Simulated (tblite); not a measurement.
Species: C₈H₁₃P.
SMILES with atom numbers: `[CH:1]#[C:2][CH2:3][P:4](/[CH:5]=[CH:6]\[CH3:7])[CH2:8][CH3:9]` (hydrogens: H10 on C1; H11, H12 on C3; H13 on C5; H14 on C6; H15, H16, H17 on C7; H18, H19 on C8; H20, H21, H22 on C9)

Cartesian coordinates in Å at the GFN2-xTB level; atoms count from 1:
```
atom  x, y, z in Å
C1     2.789   -2.016   -0.657
C2     2.182   -1.675    0.319
C3     1.423   -1.250    1.465
P4    -0.110   -0.239    1.060
C5     0.675    0.953   -0.076
C6     0.218    2.178   -0.300
C7    -0.998    2.770    0.323
C8    -0.825   -1.378   -0.237
C9    -2.041   -0.752   -0.904
H10    3.338   -2.328   -1.495
H11    1.086   -2.123    2.034
H12    2.047   -0.633    2.120
H13    1.573    0.601   -0.573
H14    0.747    2.827   -0.991
H15   -1.451    2.063    1.015
H16   -0.738    3.683    0.859
H17   -1.726    3.036   -0.443
H18   -0.053   -1.613   -0.975
H19   -1.111   -2.304    0.271
H20   -2.453   -1.423   -1.655
H21   -2.815   -0.539   -0.170
H22   -1.766    0.183   -1.391
```

Computed with GFN2-xTB (tblite): harmonic, unscaled wavenumbers at the GFN2-xTB geometry, gas phase. The method is semi-empirical: single wavenumbers can be off by several per cent or more. One conformer, not necessarily the lowest.

Harmonic wavenumbers (cm⁻¹): 39.4, 63.6, 77.0, 105.9, 155.6, 166.6, 175.1, 184.6, 219.6, 259.8, 290.6, 298.1, 387.8, 435.3, 521.5, 622.7, 630.9, 671.4, 703.5, 709.7, 729.1, 785.9, 812.5, 913.7, 977.4, 993.1, 1002.7, 1014.2, 1038.9, 1067.6, 1075.3, 1115.1, 1196.0, 1211.7, 1223.8, 1251.0, 1308.7, 1395.6, 1405.5, 1409.4, 1444.8, 1461.2, 1474.7, 1498.0, 1503.6, 1683.7, 2277.5, 2919.1, 2933.0, 2936.8, 2944.9, 2993.4, 3001.9, 3009.8, 3014.9, 3015.4, 3021.8, 3028.2, 3030.0, 3395.9.

A = 1813, B = 943.2, C = 793.1 MHz; mass 140.075 u (most abundant isotopes); point group C1, symmetry number 1.

Problem. Zero-point energy?

Solution. Half the sum of the wavenumbers: 39617 cm⁻¹ = 113.27 kcal/mol.

Problem. Give the ideal-gas entropy at 400 K and 1 bar in the rigid-rotor, harmonic-oscillator model (classical rotation).

Solution. Translation 42.21, rotation 30.73, vibration 51.87: S = 124.8 cal/(mol K).

Problem. And Cp and H(400 K) − H(0)?

Solution. Cp = 56.71 cal/(mol K), of which vibrations give 48.76 (their classical limit is 60 R = 119.2); H(400 K) − H(0) = 13.62 kcal/mol without the zero-point energy, 10.44 from vibrations.

Problem. What must be added to the electronic energy to get the Gibbs energy at 400 K and 1 bar?

Solution. ZPE + [H(400 K) − H(0)] − T·S = 113.27 + 13.62 − 49.92 = 76.97 kcal/mol.

Problem. Blend soft modes into free rotors: weight 1/[1 + (100 cm⁻¹/ν̃)⁴] for the oscillator and the rest for a rotor with moment μB/(μ + B), μ = h/(8π²ν), B = 10⁻⁴⁴ kg m². What vibrational entropy results?

Solution. 47.60 cal/(mol K) in place of 51.87, which changes −T·S at 400 K by +1.71 kcal/mol.

Hindered rotation and anharmonicity are outside this model. Other conformers, if any are populated, would add a mixing term that is left out. The structure is chiral; the term R ln 2 for an equal mix with its mirror image is left out.
